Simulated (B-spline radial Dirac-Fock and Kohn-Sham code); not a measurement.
**Dipole and non-dipole photoemission parameters of La 4d3/2**

System: atomic lanthanum in the configuration [Xe] 5d1 6s2; threshold 105.3 eV (tabulated edge). The computed values come from an atomic code on a B-spline grid: Dirac-Hartree-Slater photoionisation with a Latter tail; cross sections with all multipoles, angular parameters from the dipole term and its interference with E2.

For linearly polarised light dσ/dΩ = σ/(4π) [1 + β P₂(cos θ) + (δ + γ cos²θ) sin θ cos φ], with θ from the polarisation vector and φ the angle between the beam and the projection of the electron momentum on the plane normal to the polarisation.

```csv
hν (eV),σ (kb),β,γ,δ
141,281,1.303,-0.100,0.008
145,239,1.178,-0.170,0.024
300,355,0.225,0.122,0.030
330,355,0.408,0.116,0.017
400,327,0.697,0.073,0.003
411,320,0.732,0.065,0.002
531,249,0.990,0.001,0.000
800,134,1.234,-0.033,0.009
1000,?,?,?,?
1010,85.6,1.309,0.001,0.017
1530,33.6,1.358,0.156,0.033
1890,19.8,1.350,0.275,0.043
1920,19.0,1.348,0.285,0.044
1950,18.3,1.347,0.294,0.045
2530,9.07,1.308,0.472,0.060
2900,6.17,1.279,0.574,0.070
3420,3.82,1.237,0.705,0.083
4000,2.38,1.191,0.835,0.099
4560,1.58,1.149,0.946,0.114
5414.7,0.913,1.089,1.094,0.138
7210,0.351,0.981,1.334,0.188
8047.8,0.241,0.937,1.423,0.212
8280,0.218,0.926,1.446,0.218
10900,0.0821,0.815,1.655,0.290
11600,0.0655,0.790,1.699,0.309
```

Problem. Give the values at 1000 eV.

Solution. σ = 87.3 kb, β = 1.307, γ = -0.001, δ = 0.017.
